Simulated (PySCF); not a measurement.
Gas-phase reaction: 2 GeH3Cl + GeF4 → 2 GeH3 + 2 F2 + GeCl2

Computed with PySCF (xtb for GFN2) and rigid-rotor harmonic-oscillator thermochemistry at 1 bar. † marks an energy on the PBE0/def2-TZVP geometry and frequencies; other levels use their own. MP2 freezes the core. 6-31G* has spherical d functions here. Open shells (unrestricted): GeH3 (multiplicity 2); the rest are closed-shell singlets. GFN2 has no spin-polarisation term. Ge: all electrons, no relativistic terms. GeH3: computed as isolated molecules; such fragments, hydroxides, amides, oligomers or adducts are transient or little studied in the gas. MP2 isn't extrapolated to the basis-set limit.

| level | ΔH°(298 K), kJ |
|---|---|
| BLYP/def2-TZVP† | ? |
| GFN2-xTB | 1290 |
| HF/6-31G* | 1596 |
| M06-2X/def2-TZVP† | ? |
| MP2/def2-TZVPP† | 1704 |
| PBE/def2-SVP | 1469 |
| PBE/def2-TZVP† | 1487 |
| PBE0/def2-QZVP† | 1578 |
| PBE0/def2-TZVP | ? |
| r2SCAN/def2-TZVP† | ? |
| ωB97M-V/def2-TZVP† | 1589 |

Q: Fill in the missing entries.

A: 
- BLYP/def2-TZVP†, ΔH°(298 K), kJ: 1453
- M06-2X/def2-TZVP†, ΔH°(298 K), kJ: 1671
- PBE0/def2-TZVP, ΔH°(298 K), kJ: 1568
- r2SCAN/def2-TZVP†, ΔH°(298 K), kJ: 1581
